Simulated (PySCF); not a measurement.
## How methods differ on the excitation energy of Tl²⁺

Tl²⁺ [Xe] 4f14 5d10 6s1 (2S) → Tl²⁺ [Xe] 4f14 5d9 6s1 6p1 (high-spin determinant), as a difference of total energies. All numbers are calculated (PySCF 2.14, a scalar-relativistic core potential, in aug-cc-pwCVDZ-PP with ECP60MDF (6s5p4d1f, 48 functions)). Correlated levels: valence and next inner shell: nothing frozen outside the core potential. The calculations carry no spin-orbit coupling.

```tsv
method	excitation energy (cm⁻¹)
UHF	129850
MP2 (valence and next inner shell)	138260
SCS-MP2 (valence and next inner shell)	138000
CCSD (valence and next inner shell)	136060
CCSD(T) (valence and next inner shell)	136010
```

The determinant of the upper state mixes LS terms, which raises its energy above the lowest term, most at the Hartree-Fock and MP2 levels.
